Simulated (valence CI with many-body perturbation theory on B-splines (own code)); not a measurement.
# E1 line list for In XLIII

Calculated by configuration interaction combined with many-body perturbation theory (CI+MBPT): five valence electrons over a frozen Dirac-Fock core [He], radial functions for each j: 11 s, 11 p, 10 d, 8 f, 5 g, 2 h, with the one-electron correlation potential Σ1 (screened to all orders), the two-electron term Σ2, the three-electron term Σ3, Breit, model QED; selected single and double excitations, second order for the rest, scaled by the run's own slope (own B-spline code, finite nucleus).

No measured spectrum was set against this ion. As an estimate, large intervals hold to a few tenths of a per cent, small ones and those within an open d or f shell to about a per cent. Among the levels kept, up to 7100 cm⁻¹ of a level comes from second order outside the variational space, and about a tenth of that is noise between levels of different J, which matters for small intervals.

Lines 201 to 250 of 600 in falling wavelength, among levels below 4696.1 eV, chosen from the strongest by gf and those to the six lowest levels. Wavelengths and rates use the calculated energies. Electric multipoles are in the length gauge, E1 and E2 with the static RPA response of the core. Weak lines are less certain than strong ones. Lines between different terms over intervals too small for the method are left out, as are lines whose strength nearly cancels. The highest levels of a list are the least certain.

Levels are named by their leading jj configuration (3d3/2^4 stands for four electrons in 3d with j = 3/2), which in mixed levels can hold well under half, so a name can repeat and another be missing. Letters in brackets count levels of one name in rising energy.

```csv
λ vac (Å),Upper,Lower,A (s⁻¹),S (a.u.) with core polarisation,S without
32.30,(2s 2p1/2 2p3/2^2 3s) J=7/2,(2s^2 2p1/2 2p3/2 3s) J=5/2,6.49e+10,8.64e-03,8.66e-03
32.11,(2s 2p1/2 2p3/2^2 3p1/2) J=7/2,(2s^2 2p1/2 2p3/2 3p1/2) J=5/2,7.69e+10,1.01e-02,1.01e-02
31.35,(2s 2p1/2^2 2p3/2^2) J=5/2,(2s^2 2p1/2^2 2p3/2) J=3/2,9.53e+10,8.69e-03,8.71e-03
30.97,(2p1/2^2 2p3/2^2 3p3/2) J=5/2,(2s 2p1/2^2 2p3/2 3p3/2) J=3/2 [b],1.44e+11,1.26e-02,1.27e-02
30.81,(2s 2p3/2^3 3s) J=5/2,(2s^2 2p3/2^2 3s) J=5/2,1.36e+11,1.17e-02,1.18e-02
30.42,(2s 2p3/2^3 3p3/2) J=7/2,(2s^2 2p3/2^2 3p3/2) J=7/2,2.80e+11,3.12e-02,3.12e-02
30.34,(2s 2p3/2^3 3p1/2) J=5/2,(2s^2 2p3/2^2 3p1/2) J=5/2,3.25e+11,2.68e-02,2.69e-02
30.33,(2s 2p3/2^3 3p1/2) J=3/2 [a],(2s^2 2p3/2^2 3p1/2) J=3/2,3.10e+11,1.71e-02,1.71e-02
30.30,(2p1/2^2 2p3/2^2 3p3/2) J=7/2,(2s 2p1/2^2 2p3/2 3p3/2) J=5/2 [b],2.30e+11,2.52e-02,2.53e-02
30.09,(2p1/2^2 2p3/2^2 3s) J=5/2,(2s 2p1/2^2 2p3/2 3s) J=3/2 [b],2.27e+11,1.83e-02,1.83e-02
29.93,(2p1/2^2 2p3/2^2 3p1/2) J=3/2,(2s 2p1/2^2 2p3/2 3p1/2) J=1/2,1.55e+11,8.20e-03,8.22e-03
29.87,(2s 2p1/2 2p3/2^3) J=3/2 [a],(2s^2 2p1/2 2p3/2^2) J=3/2,3.54e+11,1.86e-02,1.87e-02
29.84,(2s 2p3/2^3 3p3/2) J=5/2,(2s^2 2p3/2^2 3p3/2) J=5/2,1.75e+11,1.38e-02,1.38e-02
29.84,(2p1/2^2 2p3/2^2 3p1/2) J=5/2,(2s 2p1/2^2 2p3/2 3p1/2) J=3/2 [b],2.31e+11,1.82e-02,1.82e-02
29.42,(2s 2p1/2 2p3/2^2 3d5/2) J=9/2 [c],(2s^2 2p1/2 2p3/2 3d5/2) J=7/2 [b],1.02e+11,1.29e-02,1.29e-02
29.30,(2p1/2^2 2p3/2^2 3s) J=3/2,(2s 2p1/2^2 2p3/2 3s) J=1/2,1.85e+11,9.18e-03,9.20e-03
29.23,(2s 2p1/2 2p3/2^2 3p3/2) J=7/2 [c],(2s^2 2p1/2 2p3/2 3p3/2) J=5/2 [b],1.03e+11,1.01e-02,1.02e-02
29.18,(2s 2p1/2 2p3/2^2 3d5/2) J=7/2 [d],(2s^2 2p1/2 2p3/2 3d5/2) J=7/2 [b],8.87e+10,8.70e-03,8.72e-03
29.17,(2s 2p3/2^3 3p1/2) J=3/2 [b],(2s^2 2p3/2^2 3p1/2) J=1/2,1.67e+11,8.21e-03,8.22e-03
29.12,(2s 2p1/2 2p3/2^3) J=5/2,(2s^2 2p1/2 2p3/2^2) J=5/2,3.48e+11,2.54e-02,2.55e-02
29.06,(2s 2p3/2^3 3s) J=3/2 [b],(2s^2 2p3/2^2 3s) J=1/2,1.52e+11,7.35e-03,7.36e-03
29.02,(2s 2p1/2^2 2p3/2 3d5/2) J=7/2 [b],(2s^2 2p1/2^2 3d5/2) J=5/2,2.87e+11,2.76e-02,2.77e-02
28.98,(2s 2p1/2^2 2p3/2 3p3/2) J=5/2 [b],(2s^2 2p1/2^2 3p3/2) J=3/2,3.76e+11,2.71e-02,2.71e-02
28.98,(2s 2p1/2 2p3/2^2 3d5/2) J=7/2 [e],(2s^2 2p1/2 2p3/2 3d5/2) J=7/2 [b],2.36e+11,2.27e-02,2.27e-02
28.97,(2s 2p1/2 2p3/2^2 3d5/2) J=5/2 [e],(2s^2 2p3/2^2 3s) J=5/2,1.03e+11,7.44e-03,7.46e-03
28.85,(2s 2p1/2 2p3/2^3) J=1/2,(2s^2 2p1/2 2p3/2^2) J=1/2,2.67e+11,6.32e-03,6.33e-03
28.76,(2s 2p1/2 2p3/2^2 3d5/2) J=5/2 [e],(2s^2 2p1/2 2p3/2 3d5/2) J=3/2 [b],1.62e+11,1.14e-02,1.14e-02
28.71,(2s 2p1/2^2 2p3/2 3d3/2) J=5/2 [b],(2s^2 2p1/2^2 3d3/2) J=3/2,3.12e+11,2.19e-02,2.19e-02
28.65,(2s 2p1/2^2 2p3/2 3p1/2) J=1/2,(2s^2 2p1/2^2 3p1/2) J=1/2,3.92e+11,9.11e-03,9.13e-03
28.65,(2s 2p1/2 2p3/2^2 3s) J=1/2 [a],(2s^2 2p1/2 2p3/2 3s) J=3/2 [a],3.52e+11,8.18e-03,8.20e-03
28.63,(2s 2p1/2 2p3/2^2 3d5/2) J=3/2 [d],(2s^2 2p1/2 2p3/2 3d5/2) J=3/2 [b],1.75e+11,8.11e-03,8.13e-03
28.59,(2s 2p1/2 2p3/2^2 3p3/2) J=1/2 [d],(2s^2 2p1/2 2p3/2 3p3/2) J=1/2 [b],2.99e+11,6.90e-03,6.91e-03
28.58,(2s 2p1/2 2p3/2^2 3p3/2) J=5/2 [e],(2s^2 2p1/2 2p3/2 3p3/2) J=5/2 [b],3.26e+11,2.26e-02,2.26e-02
28.55,(2s 2p1/2^2 2p3/2 3p1/2) J=3/2 [b],(2s^2 2p1/2^2 3p1/2) J=1/2,3.99e+11,1.83e-02,1.84e-02
28.54,(2p1/2 2p3/2^4) J=1/2,(2s 2p1/2 2p3/2^3) J=3/2 [b],9.51e+11,2.18e-02,2.19e-02
28.53,(2s 2p1/2^2 2p3/2 3s) J=1/2,(2s^2 2p1/2^2 3s) J=1/2,4.16e+11,9.53e-03,9.55e-03
28.52,(2s 2p1/2^2 2p3/2 3d5/2) J=5/2 [b],(2s^2 2p1/2^2 3d5/2) J=5/2,3.93e+11,2.70e-02,2.70e-02
28.44,(2s 2p1/2^2 2p3/2 3d3/2) J=3/2 [b],(2s^2 2p1/2^2 3d3/2) J=3/2,3.49e+11,1.58e-02,1.59e-02
28.41,(2s 2p1/2^2 2p3/2 3p3/2) J=3/2 [b],(2s^2 2p1/2^2 3p3/2) J=3/2,4.06e+11,1.84e-02,1.84e-02
28.40,(2s 2p1/2 2p3/2^2 3d5/2) J=5/2 [c],(2s^2 2p1/2 2p3/2 3d3/2) J=7/2,1.51e+11,1.02e-02,1.02e-02
28.40,(2s 2p1/2^2 2p3/2 3d5/2) J=3/2 [b],(2s^2 2p1/2^2 3d5/2) J=5/2,4.55e+11,2.06e-02,2.06e-02
28.40,(2s 2p1/2 2p3/2^2 3p3/2) J=3/2 [a],(2s^2 2p1/2 2p3/2 3p1/2) J=5/2,2.22e+11,1.00e-02,1.00e-02
28.34,(2s 2p1/2 2p3/2^2 3p3/2) J=1/2 [b],(2s^2 2p1/2 2p3/2 3p3/2) J=3/2 [a],4.47e+11,1.00e-02,1.01e-02
28.34,(2s 2p1/2 2p3/2^2 3p3/2) J=3/2 [c],(2s^2 2p1/2 2p3/2 3p3/2) J=5/2 [a],2.69e+11,1.21e-02,1.21e-02
28.33,(2s 2p1/2^2 2p3/2 3s) J=3/2 [b],(2s^2 2p1/2^2 3s) J=1/2,3.94e+11,1.77e-02,1.77e-02
28.29,(2s 2p1/2 2p3/2^2 3p3/2) J=7/2 [c],(2s^2 2p1/2 2p3/2 3p3/2) J=7/2,5.15e+11,4.60e-02,4.61e-02
28.29,(2s 2p1/2 2p3/2^2 3s) J=3/2 [c],(2s^2 2p1/2 2p3/2 3s) J=3/2 [b],5.06e+11,2.26e-02,2.27e-02
28.27,(2s 2p1/2 2p3/2^2 3d5/2) J=9/2 [c],(2s^2 2p1/2 2p3/2 3d5/2) J=9/2,4.47e+11,4.98e-02,4.99e-02
28.25,(2s 2p1/2 2p3/2^2 3d3/2) J=7/2 [c],(2s^2 2p1/2 2p3/2 3d3/2) J=7/2,3.84e+11,3.42e-02,3.43e-02
28.23,(2s 2p1/2 2p3/2^2 3p1/2) J=5/2 [d],(2s^2 2p1/2 2p3/2 3p1/2) J=5/2,5.75e+11,3.83e-02,3.84e-02
```
